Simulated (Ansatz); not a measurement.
C3H7B can be A, `B1CCC1`, or B, `CB1CC1`.

Program: Ansatz. Geometries: PBE0-D4/def2-TZVP. ΔE: electronic, gas phase. CCSD(T)/CBS is the MP2 limit (def2-TZVPP, def2-QZVPP) plus CCSD(T) − MP2 in def2-TZVPP, frozen cores. DFT in def2-TZVPP. B3LYP here is the variant with VWN-RPA as its local correlation; programs differ in this.

Which is lower in electronic energy at CCSD(T)/CBS, and by how much? (An estimate is asked.)

Computed: A, by 0.6 kcal/mol.

Give E(B) − E(A) in kcal/mol with B3LYP-D4, CCSD(T)/def2-SVP, B3LYP, PBE0-D4, MP2/def2-TZVPP, BLYP-D4, PBE-D4. (An estimate is asked.)

The calculation gave: B3LYP-D4 -2.8, CCSD(T)/def2-SVP 1.3, B3LYP -3.6, PBE0-D4 -1.0, MP2/def2-TZVPP 1.5, BLYP-D4 -3.0, PBE-D4 -1.4. The order is the other way round with B3LYP-D4, B3LYP, PBE0-D4, BLYP-D4, PBE-D4.

Does the order hold for the free energy at 298.15 K (harmonic terms from PBE0-D4)? (An estimate is asked.)

The calculation gave: No: G(B) − G(A) = -1.9 kcal/mol.

Largest T1 diagnostic: 0.010.

From BLYP to BHLYP (50 % exact exchange), in def2-TZVPP and without D4, E(B) − E(A) moves by +1.3 kcal/mol. The D4 term adds +0.8 kcal/mol with B3LYP and +0.3 kcal/mol with PBE0; it sums over pairs of atoms, weighted by their polarisabilities, and B3LYP, whose exchange is more repulsive, gets the larger term.
